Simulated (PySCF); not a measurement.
BiSCl: from structure and modes to constants

These are results of PySCF, PBE0, basis Bi def2-TZVP with ECP60, S def2-TZVP, Cl def2-TZVP (scalar-relativistic core potentials, no spin–orbit coupling, density fitting), not measurements.

The singlet minimum has Cs symmetry. Masses (u): Bi 208.98038, S 31.97207, Cl 34.96885.

```xyz
3
charge 0 multiplicity 1, angstrom
Bi   -0.0402    0.0000   -0.3491
S    -1.8422    0.0000    1.0472
Cl    1.9248    0.0000    1.1361
```

Harmonic wavenumbers (cm⁻¹): 123.1 (a', ×1), 315.9 (a', ×1), 463.2 (a', ×1).

(1) Find the principal moments of inertia and the rotational constants. What kind of rotor is it?

(2) What is the harmonic zero-point energy?

(3) Find the vibrational entropy and heat capacity at 298.15 K.

(4) Give the standard entropy (298.15 K, 1 bar) by its translational, rotational, vibrational and spin parts, and Cp.

## Answers

(1) About the centre of mass I = 103.34, 240.73, 344.07 u Å². With B = 16.8576/I this gives 0.1631, 0.07003, 0.049 cm⁻¹. The molecule is an asymmetric top with κ = -0.63.

(2) Half the sum of all 3 wavenumbers, 902/2 = 451 cm⁻¹, which is 5.4 kJ/mol (1 cm⁻¹ = 0.0119627 kJ/mol).

(3) With u = 1.43878 ω/T, each mode gives S = R[u/(eᵘ−1) − ln(1−e⁻ᵘ)] and C = R u² eᵘ/(eᵘ−1)².
| ω (cm⁻¹) | u | S (J/(mol K)) | C (J/(mol K)) |
| --- | --- | --- | --- |
| 123.1 | 0.594 | 12.76 | 8.07 |
| 315.9 | 1.525 | 5.57 | 6.88 |
| 463.2 | 2.235 | 3.17 | 5.57 |
The sums over all modes are S = 21.5 and C = 20.5 J/(mol K); the softest mode gives 59 % of the entropy.

(4) Sackur–Tetrode with M = 275.92 u gives 178.9; rotation with symmetry number 1 gives 114.9; vibration 21.5; spin R ln 1 = 0.0. The total is 315.3 J/(mol K), and Cp = 4 R + 20.5 = 53.8 J/(mol K).

This need not be the most stable arrangement of these atoms. No spin–orbit coupling is included, which matters more the heavier the element.
